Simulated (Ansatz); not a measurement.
`[SiH3][N]([SiH3])[ZnH]` + CH₃OH → `C[O][ZnH]` + `[SiH3]N[SiH3]`  (ligand exchange at a Zn–N bond)

Calculated with Ansatz (gas phase, PBE0-D4/def2-TZVP geometries, no zero-point term in ΔE). CCSD(T)/CBS adds triple-zeta CCSD(T) − MP2 to the extrapolated MP2 energy (def2 sets, frozen cores). This one scheme is used for every species. DFT in def2-TZVPP. For Zn outer-core shells are correlated without core-valence functions, which leaves a few kJ/mol of doubt a bond. Scalar relativity is left out up to krypton.

```tsv
level	ΔE (kJ/mol)
LDA (SPW92)	6.5
PBE0	7.4
```

(1) What does CCSD(T)/CBS give? (Best estimate.)

Largest T1 diagnostic among the species: 0.017.

Results:

(1) Ansatz gave: +11.9 kJ/mol. The listed levels differ from it by -5.4, -4.5 kJ/mol.

The D4 term adds +7.2 kJ/mol with B3LYP and +3.9 kJ/mol with PBE0; it sums over pairs of atoms, weighted by their polarisabilities, and B3LYP, whose exchange is more repulsive, gets the larger term. Leaving LDA and LC-ωPBE aside and taking each functional with its dispersion term where it has one, the values, not all of them listed here, spread over 10.5 kJ/mol, from BLYP-D4 to PBE-QIDH. LDA lies +3.4 kJ/mol from PBE without D4.

CCSD(T)/CBS has its own doubt, a few kJ/mol and more with outer-core shells, so smaller differences from it don't rank the levels.

B3LYP here is the variant with VWN-RPA as its local correlation; programs differ in this.
